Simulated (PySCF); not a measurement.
**Dipole response of N⁺ (nitrogen, charge +1)**

[He] 2s2 2p2, high-spin 3P determinant. Computed with PySCF 2.14 in aug-cc-pVTZ-DK, with scalar relativity by spin-free X2C-1e. Coupled (time-dependent) response in atomic units; α is the mean over directions.

| method | mean α (bohr³) | α xx, yy, zz | C₆ (like pair) | S(−4) |
| --- | --- | --- | --- | --- |
| UHF | 3.928 | 3.994, 3.895, 3.895 | 8.261 | 13.23 |
| PBE | 3.922 | 3.933, 3.916, 3.916 | 8.543 | 10.31 |
| PBE0 | 3.873 | 3.902, 3.858, 3.858 | 8.358 | 10.37 |
| wB97X | 3.890 | 3.931, 3.869, 3.869 | 8.434 | 10.25 |
| M06 | 3.756 | 3.797, 3.736, 3.736 | 7.958 | 9.266 |

S(−4) is the Cauchy moment in α(ω) = α(0) + S(−4) ω² + …

α(iu) at wB97X:

```csv
u (hartree),α(iu) (bohr³)
0,3.890
0.0500,3.864
0.100,3.791
0.200,3.537
0.300,3.208
0.500,2.546
0.750,1.898
1.00,1.445
1.50,0.9008
2.00,0.6087
3.00,0.3283
5.00,0.1394
```

A single London oscillator, α(iu) = α/(1 + u²/ω²), gives C₆ = (3/4) ω α². Matching the computed C₆ needs ω = 4 × 8.434 / (3 × 3.890²) = 0.743 hartree.

For an ion, C₆ is the dispersion term alone; charge-induced terms of lower order in 1/R come first.

The components differ because the open shell of this determinant is not spherical; for a pure term their mean is the scalar polarisability.
